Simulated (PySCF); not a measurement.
## S (sulfur, neutral): UHF calculation

Configuration: [Ne] 3s1 3p4 4s1, high-spin 5P determinant (an excited configuration). All numbers are calculated (PySCF 2.14, the spin-free X2C one-electron Hamiltonian (Gaussian nucleus), in dyall-av3z (19s12p3d2f, 84 functions)).

```json
{
  "Total energy": "-397.995999 hartree",
  "One-electron energy": "-546.6670 hartree",
  "Hartree (Coulomb) energy": "173.6494 hartree",
  "Exchange energy": "-24.9783 hartree",
  "⟨S²⟩": "6.0101",
  "⟨L²⟩": "2.030",
  "Sum of ⟨r⟩": "18.05 bohr",
  "Sum of ⟨r²⟩": "49.72 bohr²",
  "Traceless quadrupole moment −½Σ⟨3z² − r²⟩ along its main axis": "-0.929 e·bohr²",
  "Langevin diamagnetic susceptibility": "-39.4 ×10⁻⁶ cm³/mol"
}
```

| shell | electrons | mean orbital energy (hartree) | spread (hartree) | rms radius, mean of both spins (bohr) |
| --- | --- | --- | --- | --- |
| 1s α | 1 | -92.58710 | 0 | 0.112 |
| 1s β | 1 | -92.53857 | 0 | 0.112 |
| 2s α | 1 | -9.34232 | 0 | 0.517 |
| 2s β | 1 | -9.27385 | 0 | 0.517 |
| 2p α | 3 | -6.97896 | 0.01995 | 0.490 |
| 2p β | 3 | -6.91649 | 0.01899 | 0.490 |
| 3s α | 1 | -1.25462 | 0 | 1.74 |
| 3p α | 3 | -0.68566 | 0.06358 | 2.07 |
| 3p β | 1 | -0.46039 | 0 | 2.07 |
| 4s α | 1 | -0.12477 | 0 | 5.25 |

The outer electron is Rydberg-like, and this basis confines it to a smaller radius and binds it less than a complete one would.

Densities and radii are taken from the X2C orbitals without a picture-change correction, which distorts them close to the nucleus.

Spin-orbit constants ζ (cm⁻¹) from the X2C one-electron operator on these orbitals: bare nucleus, nucleus screened by l(l+1)(2l+1)/3 electrons, and screened by the Breit-Pauli mean field of the electrons.

| shell | bare | screened nucleus | mean field |
| --- | --- | --- | --- |
| 2p | 7506 | 6568 | 6145 |
| 3p | 559.8 | 489.8 | 452.8 |

To first order the Landé constant is A = -113.2 cm⁻¹, so the lowest level has J = 3 and lies 0.0281 eV below the centre of the term. This holds in LS coupling only.
